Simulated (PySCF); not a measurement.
# Nonlinear optical response: `OC1CCCCC1`, C₆H₁₂O

Molfile (atoms numbered from 1):
```
C6H12O
     RDKit          3D

 19 19  0  0  0  0  0  0  0  0999 V2000
    2.4475    0.7434    0.0080 O   0  0  0  0  0  0  0  0  0  0  0  0
    1.1286    0.3563    0.3031 C   0  0  0  0  0  0  0  0  0  0  0  0
    0.0991    1.2563   -0.3732 C   0  0  0  0  0  0  0  0  0  0  0  0
   -1.3303    0.8431   -0.0375 C   0  0  0  0  0  0  0  0  0  0  0  0
   -1.5803   -0.6235   -0.3748 C   0  0  0  0  0  0  0  0  0  0  0  0
   -0.5576   -1.5293    0.3040 C   0  0  0  0  0  0  0  0  0  0  0  0
    0.8695   -1.1091   -0.0327 C   0  0  0  0  0  0  0  0  0  0  0  0
    2.5707    0.6472   -0.9431 H   0  0  0  0  0  0  0  0  0  0  0  0
    1.0298    0.4816    1.3967 H   0  0  0  0  0  0  0  0  0  0  0  0
    0.2523    1.1928   -1.4681 H   0  0  0  0  0  0  0  0  0  0  0  0
    0.2930    2.3026   -0.0888 H   0  0  0  0  0  0  0  0  0  0  0  0
   -1.5084    1.0025    1.0414 H   0  0  0  0  0  0  0  0  0  0  0  0
   -2.0489    1.4903   -0.5653 H   0  0  0  0  0  0  0  0  0  0  0  0
   -2.6033   -0.9154   -0.0876 H   0  0  0  0  0  0  0  0  0  0  0  0
   -1.5145   -0.7597   -1.4697 H   0  0  0  0  0  0  0  0  0  0  0  0
   -0.6997   -1.4798    1.3988 H   0  0  0  0  0  0  0  0  0  0  0  0
   -0.7229   -2.5812    0.0211 H   0  0  0  0  0  0  0  0  0  0  0  0
    1.0484   -1.2511   -1.1163 H   0  0  0  0  0  0  0  0  0  0  0  0
    1.6081   -1.7350    0.4926 H   0  0  0  0  0  0  0  0  0  0  0  0
  1  2  1  0
  2  3  1  0
  3  4  1  0
  4  5  1  0
  5  6  1  0
  6  7  1  0
  7  2  1  0
  1  8  1  0
  2  9  1  0
  3 10  1  0
  3 11  1  0
  4 12  1  0
  4 13  1  0
  5 14  1  0
  5 15  1  0
  6 16  1  0
  6 17  1  0
  7 18  1  0
  7 19  1  0
M  END
```

Theory: PySCF, quadratic response CAM-B3LYP/aug-cc-pVDZ first hyperpolarisability, Taylor convention, gas phase. Geometry: PBE0-D3(BJ)/def2-SVP.

Task: What is the first hyperpolarisability, and how does it disperse?

Result: In au, Taylor convention; the vector part is βᵢ = ⅓ Σⱼ (βᵢⱼⱼ + βⱼᵢⱼ + βⱼⱼᵢ); β∥ is 3/5 of the vector part along the dipole, the dipole points from − to +:
| process | λ (nm) | β vector norm | β∥ | β HRS | depolarisation ratio |
| --- | --- | --- | --- | --- | --- |
| static β(0;0,0) | ∞ | 51.8 | -29.3 | 22.8 | 4.17 |
| second harmonic β(−2ω;ω,ω) | 1907 | 52.9 | -29.7 | 23.4 | 4.12 |
| Pockels β(−ω;ω,0) | 1907 | 52.2 | -29.4 | – | – |
| second harmonic β(−2ω;ω,ω) | 1064 | 55.5 | -30.4 | 24.8 | 4.01 |
| Pockels β(−ω;ω,0) | 1064 | 53.0 | -29.7 | – | – |

Task: Which lowest excitations, dipole and polarisabilities go with it?

Result: S1 6.59 eV (f = 0.013); S2 7.20 eV (f = 0.001); S3 7.38 eV (f = 0.011); dipole 1.85 D; isotropic α 75.8 au static, 76.0 au at 1907 nm, 76.3 au at 1064 nm, 76.5 au at 953.5 nm, 77.9 au at 532 nm.
